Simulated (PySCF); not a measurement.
C3H8AlCl, SMILES [Cl][Al]([CH3])[CH2]C. Geometry optimised at B3LYP-D3(BJ)/def2-SVP. The structure was generated by enumeration; whether it is a known compound was not checked. One conformer was computed; it need not be the lowest.

Computed equilibrium geometry at B3LYP-D3(BJ)/def2-SVP (PySCF confirms it by a frequency run) as bond lengths and angles, and its point group (one conformer of several):
point group Cs.
Atoms: Al1 Cl2 C3 H4 H5 H6 C7 C8 H9 H10 H11 H12 H13. Bonds (Å): Al1–Cl2 2.128, Al1–C3 1.951, Al1–C7 1.958, C3–H4 1.104, C3–H5 1.104, C3–H6 1.102, C7–C8 1.535, C7–H9 1.108, C7–H10 1.108, C8–H11 1.102, C8–H12 1.102, C8–H13 1.103. Angles (°): Cl2–Al1–C3 117.2, Cl2–Al1–C7 117.4, C3–Al1–C7 125.4, Al1–C3–H4 110.8, Al1–C3–H5 110.8, Al1–C3–H6 112.8, H4–C3–H5 106.4, H4–C3–H6 107.9, H5–C3–H6 107.9, Al1–C7–C8 117.6, Al1–C7–H9 106.7, Al1–C7–H10 106.7, C8–C7–H9 110.5, C8–C7–H10 110.5, H9–C7–H10 103.9, C7–C8–H11 111.6, C7–C8–H12 111.6, C7–C8–H13 112.1, H11–C8–H12 106.5, H11–C8–H13 107.4, H12–C8–H13 107.4.
